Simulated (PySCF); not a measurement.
[OsO2(OH)3]+ relaxed at several levels

Computed with PySCF 2.14.0, def2-SVP on the ligands, density fitting, scalar-relativistic core potentials, no spin-orbit coupling, vacuum. Each row is relaxed at its own level from the same template. Distances are means of the shortest metal–ligand contacts, charges and spins Mulliken's.

```csv
level,basis on the metal,point group,M–O (Å),M–OH (Å),charge on M (e),HOMO–LUMO gap (eV),unstable modes (below −25 cm⁻¹)
TPSS,def2-SVP with ECP60,C3v,1.751,1.866,1.28,2.87,not given
```

(1) What does the calculation give for B3LYP, def2-SVP with ECP60?

Members with unstable modes aren't minima as they stand: saddle points kept by symmetry or, where the modes are soft, flat surfaces and noise. Moved off a saddle point of the template and relaxed again: B3LYP, TPSS. One start shape was tried for each, so a minimum needn't be the lowest isomer.

Results:

(1) point group: C3v, M–O (Å): 1.734, M–OH (Å): 1.854, charge on M (e): 1.33, HOMO–LUMO gap (eV): 4.69, unstable modes (below −25 cm⁻¹): 2.
```xyz
9

Os    0.0000    0.0000    0.2029
O     0.0000    0.0000    1.9251
O     0.0000    0.0000   -1.5430
O     1.8485   -0.1340    0.2290
H     2.2744   -0.1648   -0.6571
O    -0.8082    1.6679    0.2290
H    -0.9945    2.0522   -0.6571
O    -1.0404   -1.5339    0.2290
H    -1.2800   -1.8873   -0.6571
```
